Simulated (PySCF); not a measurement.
CH7F2NSi2, SMILES F[SiH2]C(N)[SiH2]F.

Geometry: PBE-D3(BJ)/def2-SVP. This is a generated structure with no PubChem entry under its InChIKey; it may be hypothetical. Other conformers were not sampled.

The numbers are results of PBE-D3(BJ)/def2-SVP (PySCF), not measurements.

Frequencies are harmonic and unscaled.

Computed harmonic wavenumbers and intensities:
| mode | ν (cm⁻¹) | IR (km/mol) | moving atoms (share of kinetic energy) |
|---|---|---|---|
| 1 | 34 | 1.9 | F 56 %, Si 16 %, N 13 %, H 13 % |
| 2 | 66 | 1.5 | F 51 %, Si 22 %, H 16 % |
| 3 | 99 | 1.6 | F 48 %, N 23 %, Si 13 %, H 12 % |
| 4 | 149 | 2.5 | F 33 %, Si 20 %, H 20 %, N 19 % |
| 5 | 195 | 0.3 | H 26 %, Si 25 %, N 24 %, F 22 % |
| 6 | 245 | 11.8 | Si 32 %, H 25 %, N 21 %, F 14 %, C 8 % |
| 7 | 267 | 56.8 | H 89 % |
| 8 | 388 | 11.0 | Si 45 %, H 23 %, C 14 %, F 11 % |
| 9 | 525 | 2.6 | H 62 %, Si 28 % |
| 10 | 585 | 31.3 | C 40 %, H 29 %, Si 18 %, N 9 % |
| 11 | 624 | 63.3 | H 62 %, Si 17 %, C 13 % |
| 12 | 703 | 28.4 | H 88 % |
| 13 | 731 | 12.0 | H 90 % |
| 14 | 780 | 82.2 | H 47 %, C 35 %, Si 12 % |
| 15 | 808 | 178.7 | H 76 %, N 15 % |
| 16 | 820 | 15.2 | F 47 %, H 30 %, Si 18 % |
| 17 | 837 | 32.4 | F 45 %, H 37 %, Si 16 % |
| 18 | 881 | 284.8 | H 76 %, Si 15 % |
| 19 | 897 | 23.5 | H 56 %, Si 21 %, C 11 %, F 9 % |
| 20 | 918 | 68.4 | H 92 % |
| 21 | 939 | 219.5 | H 69 %, Si 22 % |
| 22 | 1003 | 97.3 | H 70 %, C 15 %, Si 9 % |
| 23 | 1063 | 15.4 | C 48 %, N 25 %, H 25 % |
| 24 | 1099 | 12.8 | H 80 %, C 17 % |
| 25 | 1295 | 3.0 | H 78 %, C 13 %, N 9 % |
| 26 | 1580 | 22.4 | H 93 % |
| 27 | 2155 | 115.1 | H 98 % |
| 28 | 2168 | 63.0 | H 96 % |
| 29 | 2177 | 157.6 | H 97 % |
| 30 | 2193 | 123.9 | H 96 % |
| 31 | 2951 | 4.4 | H 93 % |
| 32 | 3393 | 0.4 | H 96 % |
| 33 | 3479 | 3.7 | H 92 %, N 8 % |
